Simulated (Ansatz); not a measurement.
Geometry optimisation, Ansatz, RKS PBE/6-31G*.

Input file:

```yaml
crystal:
  periodic: [false, false, false]
  atoms:
    - { symbol: B, position_ang: [0.074757, -1.265124, 0.048061] }
    - { symbol: "N", position_ang: [-0.212949, 1.565884, -0.055806] }
    - { symbol: F, position_ang: [-0.604636, -1.436689, -1.077203] }
    - { symbol: F, position_ang: [-0.534949, -1.345465, 1.222367] }
    - { symbol: H, position_ang: [0.751862, 1.225681, -0.067719] }
    - { symbol: Cl, position_ang: [1.896109, -1.148029, -0.011786] }
    - { symbol: H, position_ang: [-0.706869, 1.169051, -0.859483] }
    - { symbol: H, position_ang: [-0.663325, 1.23489, 0.801469] }
basis:
  gaussian: { orbitals: "6-31G*" }
hamiltonian:
  xc: pbe
relax:
  f_tol: 0.03
  max_steps: 50
output:
  orbitals: {}
```

Launched with:

```bash
$ ansatz run input.yaml --threads 2 --pin off --max-ram 3072MiB --backend cpu --events-out ev --progress --plain --runs-dir out
```

**Question.** Where does it end, and by what steps?

**Answer.** The run converged. After 8 steps the energy has fallen by 0.055 eV; H5 moved furthest, 0.22 Å.

| step | energy less start (eV) | largest force component (eV/Å) | accepted |
| --- | --- | --- | --- |
| 0 | 0.0000 | 1.011 | yes |
| 1 | -0.0199 | 0.939 | yes |
| 2 | -0.0300 | 0.807 | yes |
| 3 | -0.0381 | 0.714 | yes |
| 4 | -0.0540 | 0.107 | yes |
| 5 | -0.0547 | 0.076 | yes |
| 6 | -0.0549 | 0.066 | yes |
| 7 | -0.0548 | 0.106 | no |
| 8 | -0.0551 | 0.025 | yes |

```xyz
8
Properties=species:S:1:pos:R:3
B 0.114 -1.282 0.047
N -0.280 1.587 -0.055
F -0.587 -1.387 -1.078
F -0.520 -1.296 1.216
H 0.733 1.447 -0.078
Cl 1.879 -1.339 -0.002
H -0.693 1.103 -0.855
H -0.646 1.168 0.804
```

Whether the end is a true minimum wasn't checked by a vibrational analysis.

The run took 15 s on 2 threads of Arm Neoverse V1, with other jobs on the host, peak memory 0.14 GiB.
